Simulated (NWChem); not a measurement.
System: C$_{2}$H$_{3}$ClFNSi; SMILES F[Si@](Cl)(N)C#C

Output (shortened):

```
             Northwest Computational Chemistry Package (NWChem) 7.3.0
             --------------------------------------------------------

 C1  symmetry detected

                             Geometry "geometry" -> ""
                             -------------------------

 Output coordinates in angstroms (scale by  1.889725989 to convert to a.u.)

  No.       Tag          Charge          X              Y              Z
 ---- ---------------- ---------- -------------- -------------- --------------
    1 C                    6.0000     0.92088612     2.73777391     0.09020993
    2 C                    6.0000     0.43020845     1.64191558     0.04313184
    3 Si                  14.0000    -0.31740518    -0.05004159     0.00088912
    4 N                    7.0000    -1.43688251    -0.44801517     1.23005941
    5 F                    9.0000    -1.18313819    -0.11313938    -1.35428060
    6 Cl                  17.0000     1.12762256    -1.43663976    -0.04440267
    7 H                    1.0000     1.34899436     3.69829083     0.11955977
    8 H                    1.0000    -1.12986023    -0.68276106     2.15786725
    9 H                    1.0000    -2.34519147    -0.01584791     1.24302957

 Effective nuclear repulsion energy (a.u.)     345.4812470073

                                Z-matrix (autoz)
                                --------

 Units are Angstrom for bonds and degrees for angles

      Type          Name      I     J     K     L     M      Value
      ----------- --------  ----- ----- ----- ----- ----- ----------
    1 Stretch                  1     2                       1.20162
    2 Stretch                  1     7                       1.05201
    3 Stretch                  2     3                       1.85025
    4 Stretch                  3     4                       1.70952
    5 Stretch                  3     5                       1.60934
    6 Stretch                  3     6                       2.00320
    7 Stretch                  4     8                       1.00508
    8 Stretch                  4     9                       1.00596
    9 Bend                     1     3     4               117.21503
   10 Bend                     1     3     5               106.18503
   11 Bend                     1     3     6               109.89422
   12 Bend                     2     3     4               117.45577
   13 Bend                     2     3     5               105.80953
   14 Bend                     2     3     6               109.99974
   15 Bend                     3     4     8               121.20270
   16 Bend                     3     4     9               120.03554
   17 Bend                     4     3     5               104.12623
   18 Bend                     4     3     6               109.11689
   19 Bend                     5     3     6               109.99106
   20 Bend                     7     3     4               117.24221
   21 Bend                     7     3     5               106.17681
   22 Bend                     7     3     6               109.87525
   23 Bend                     8     4     9               111.36152
   24 Torsion                  2     3     4     8         -77.07352
   25 Torsion                  2     3     4     9          70.28969
   26 Torsion                  1     2     4     3        -178.49360
   27 Torsion                  1     2     5     3        -179.59918
   28 Torsion                  5     3     4     8         166.35213
   29 Torsion                  5     3     4     9         -46.28466
   30 Torsion                  1     2     6     3         178.43073
   31 Torsion                  6     3     4     8          48.94298
   32 Torsion                  6     3     4     9        -163.69382
   33 Torsion                  3     4     1     7        -179.95741
   34 Torsion                  7     3     4     8         -76.73038
   35 Torsion                  7     3     4     9          70.63283
   36 Torsion                  3     5     1     7         179.74710
   37 Torsion                  3     6     1     7        -179.82833

                           NWChem Geometry Optimization
                           ----------------------------

 maximum gradient threshold         (gmax) =   0.000450
 rms gradient threshold             (grms) =   0.000300
 maximum cartesian step threshold   (xmax) =   0.001800
 rms cartesian step threshold       (xrms) =   0.001200
 fixed trust radius                (trust) =   0.300000
 source of zmatrix                         =   autoz

          -------------------
          Energy Minimization
          -------------------

 Using diagonal initial Hessian
 Scaling for Hessian diagonals: bonds = 1.00  angles = 0.25  torsions = 0.10

          --------
          Step   0

                                 NWChem DFT Module
                                 -----------------

 Summary of "ao basis" -> "ao basis" (spherical)
 ------------------------------------------------------------------------------
       Tag                 Description            Shells   Functions and Types
 ---------------- ------------------------------  ------  ---------------------
 C                           6-31g*                  6       14   3s2p1d
 Si                          6-31g*                  8       18   4s3p1d
 N                           6-31g*                  6       14   3s2p1d
 F                           6-31g*                  6       14   3s2p1d
 Cl                          6-31g*                  8       18   4s3p1d
 H                           6-31g*                  2        2   2s

            General Information
            -------------------
          SCF calculation type: DFT
          Wavefunction type:  closed shell.
          No. of atoms     :     9
          No. of electrons :    62
           Alpha electrons :    31
            Beta electrons :    31
          Charge           :     0
          Spin multiplicity:     1
          Use of symmetry is: off; symmetry adaption is: off
          Maximum number of iterations: 150
          AO basis - number of functions:    98
                     number of shells:    46
          Convergence on energy requested:  1.00D-06
          Convergence on density requested:  1.00D-05
          Convergence on gradient requested:  5.00D-04

              XC Information
              --------------
                         B3LYP Method XC Potential
                     Hartree-Fock (Exact) Exchange  0.200
                        Slater Exchange Functional  0.800 local
                    Becke 1988 Exchange Functional  0.720 non-local
              Lee-Yang-Parr Correlation Functional  0.810
                  VWN I RPA Correlation Functional  0.190 local

             Grid Information
             ----------------
          Grid used for XC integration:  medium
          Radial quadrature: Mura-Knowles
          Angular quadrature: Lebedev.
          Tag              B.-S. Rad. Rad. Pts. Rad. Cut. Ang. Pts.
          ---              ---------- --------- --------- ---------
          C                   0.70       49          11.0       434
          Si                  1.10       88          10.0       590
          N                   0.65       49          12.0       434
          F                   0.50       49          11.0       434
          Cl                  1.00       88          12.0       590
          H                   0.35       45          12.0       434
          Grid pruning is: on
          Number of quadrature shells:   507
          Spatial weights used:  Erf1

      Superposition of Atomic Density Guess
      -------------------------------------

 Sum of atomic energies:        -978.74916642

      Non-variational initial energy
      ------------------------------

[...]

      ----------------------
      Optimization converged
      ----------------------

  Step       Energy      Delta E   Gmax     Grms     Xrms     Xmax
  ---- ---------------- -------- -------- -------- -------- --------
@   29    -982.37801775 -1.0D-07  0.00003  0.00001  0.00023  0.00058
                                     ok       ok       ok       ok

                                Z-matrix (autoz)
                                --------

 Units are Angstrom for bonds and degrees for angles

      Type          Name      I     J     K     L     M      Value     Gradient
      ----------- --------  ----- ----- ----- ----- ----- ---------- ----------
    1 Stretch                  1     2                       1.21327    0.00001
    2 Stretch                  1     7                       1.06814    0.00002
    3 Stretch                  2     3                       1.81034   -0.00003
    4 Stretch                  3     4                       1.69925    0.00000
    5 Stretch                  3     5                       1.61064    0.00001
    6 Stretch                  3     6                       2.06146   -0.00000
    7 Stretch                  4     8                       1.01197    0.00000
    8 Stretch                  4     9                       1.01239    0.00000
    9 Bend                     1     3     4               109.96963    0.00000
   10 Bend                     1     3     5               106.98559   -0.00000
   11 Bend                     1     3     6               111.90951    0.00000
   12 Bend                     2     3     4               110.02569    0.00000
   13 Bend                     2     3     5               106.97376   -0.00000
   14 Bend                     2     3     6               111.85990    0.00000
   15 Bend                     3     4     8               121.79465    0.00000
   16 Bend                     3     4     9               120.76596    0.00000
   17 Bend                     4     3     5               114.73694   -0.00000
   18 Bend                     4     3     6               107.77845    0.00000
   19 Bend                     5     3     6               105.45697   -0.00000
   20 Bend                     7     3     4               110.00419    0.00000
   21 Bend                     7     3     5               106.99869   -0.00000
   22 Bend                     7     3     6               111.85727    0.00000
   23 Bend                     8     4     9               112.73444   -0.00000
   24 Torsion                  2     3     4     8        -163.75452   -0.00000
   25 Torsion                  2     3     4     9          42.32346   -0.00000
   26 Torsion                  1     2     4     3         179.88775    0.00000
   27 Torsion                  1     2     5     3        -179.73148   -0.00000
   28 Torsion                  5     3     4     8          75.57906   -0.00000
   29 Torsion                  5     3     4     9         -78.34296    0.00000
   30 Torsion                  1     2     6     3         179.84815   -0.00000
   31 Torsion                  6     3     4     8         -41.54320    0.00000
   32 Torsion                  6     3     4     9         164.53478    0.00000
   33 Torsion                  3     4     1     7        -179.61585    0.00000
   34 Torsion                  7     3     4     8        -163.73821   -0.00000
   35 Torsion                  7     3     4     9          42.33977   -0.00000
   36 Torsion                  3     5     1     7         179.50960   -0.00000
   37 Torsion                  3     6     1     7        -179.91599   -0.00000

                         Geometry "geometry" -> "geometry"
                         ---------------------------------

 Output coordinates in angstroms (scale by  1.889725989 to convert to a.u.)

  No.       Tag          Charge          X              Y              Z
 ---- ---------------- ---------- -------------- -------------- --------------
    1 C                    6.0000     0.81713311     2.76382142     0.04551866
    2 C                    6.0000     0.37107817     1.63560775     0.03186744
    3 Si                  14.0000    -0.29825032    -0.04635968     0.01416346
    4 N                    7.0000    -1.31391771    -0.28260844     1.35582575
    5 F                    9.0000    -1.01071979    -0.25387714    -1.41534142
    6 Cl                  17.0000     1.19335075    -1.46693609     0.09599143
    7 H                    1.0000     1.21465450     3.75517475     0.05606124
    8 H                    1.0000    -1.58944847    -1.20774151     1.65963064
    9 H                    1.0000    -1.96864630     0.43445440     1.64234641

 Effective nuclear repulsion energy (a.u.)     343.8913297339

[...]

 Rotational Constants
 --------------------
 A=   0.092833 cm-1  (  0.133563 K)
 B=   0.058593 cm-1  (  0.084300 K)
 C=   0.051071 cm-1  (  0.073479 K)

 Temperature                      =   298.15K
 frequency scaling parameter      =   1.0000

 Zero-Point correction to Energy  =   31.654 kcal/mol  (  0.050445 au)
 Thermal correction to Energy     =   36.631 kcal/mol  (  0.058375 au)
 Thermal correction to Enthalpy   =   37.223 kcal/mol  (  0.059319 au)

 Total Entropy                    =   86.960 cal/mol-K
   - Translational                =   40.316 cal/mol-K (mol. weight = 122.9707)
   - Rotational                   =   28.141 cal/mol-K (symmetry #  =        1)
   - Vibrational                  =   18.503 cal/mol-K

 Cv (constant volume heat capacity) =   26.778 cal/mol-K
   - Translational                  =    2.979 cal/mol-K
   - Rotational                     =    2.979 cal/mol-K
   - Vibrational                    =   20.820 cal/mol-K

[normal modes left out]

 ----------------------------------------------------------------------------
 Normal Eigenvalue ||           Projected Infra Red Intensities
  Mode   [cm**-1]  || [atomic units] [(debye/angs)**2] [(KM/mol)] [arbitrary]
 ------ ---------- || -------------- ----------------- ---------- -----------
    1       -0.000 ||    0.000566           0.013         0.552       0.107
    2       -0.000 ||    0.000246           0.006         0.240       0.046
    3       -0.000 ||    0.000343           0.008         0.335       0.065
    4       -0.000 ||    0.000486           0.011         0.474       0.092
    5       -0.000 ||    0.001133           0.026         1.105       0.214
    6        0.000 ||    0.000283           0.007         0.276       0.053
    7      112.902 ||    0.002658           0.061         2.591       0.501
    8      130.597 ||    0.005687           0.131         5.544       1.073
    9      174.598 ||    0.003601           0.083         3.510       0.679
   10      248.118 ||    0.020113           0.464        19.607       3.794
   11      280.062 ||    0.013372           0.308        13.036       2.522
   12      306.959 ||    0.049265           1.137        48.026       9.293
   13      340.747 ||    0.181148           4.179       176.592      34.171
   14      357.934 ||    0.028980           0.669        28.251       5.467
   15      396.981 ||    0.013293           0.307        12.958       2.508
   16      527.547 ||    0.082279           1.898        80.209      15.521
   17      660.846 ||    0.110351           2.546       107.575      20.816
   18      691.169 ||    0.039270           0.906        38.283       7.408
   19      703.325 ||    0.038393           0.886        37.427       7.242
   20      857.766 ||    0.179893           4.150       175.369      33.935
   21      879.596 ||    0.207841           4.795       202.614      39.207
   22      964.272 ||    0.168343           3.884       164.109      31.756
   23     1613.545 ||    0.081914           1.890        79.854      15.452
   24     2174.588 ||    0.076050           1.755        74.137      14.346
   25     3480.212 ||    0.037992           0.877        37.037       7.167
   26     3577.047 ||    0.047590           1.098        46.393       8.977
   27     3674.406 ||    0.040220           0.928        39.209       7.587
 ----------------------------------------------------------------------------
```

Level: B3LYP/6-31G* (spherical d). 

### Question
Reconstruct the input file.

### Answer
This is not unique; one that fits is the input that was run:
```
start job
memory heap 200 mb stack 900 mb global 1100 mb
geometry units angstroms
  C      2.688150     0.227607    -1.128787
  C      1.548812     0.079284    -0.776941
  Si    -0.210728    -0.118293    -0.239901
  N     -1.424543     0.495661    -1.275365
  F     -0.484726    -1.703857    -0.210374
  Cl    -0.458806     0.653796     1.591805
  H      3.688073     0.346199    -1.433452
  H     -1.621752     1.480193    -1.320098
  H     -1.612199     0.044057    -2.154456
end
basis spherical
  * library 6-31g*
end
dft
  xc b3lyp
  iterations 150
end
driver
  maxiter 120
end
task dft optimize
task dft freq
```
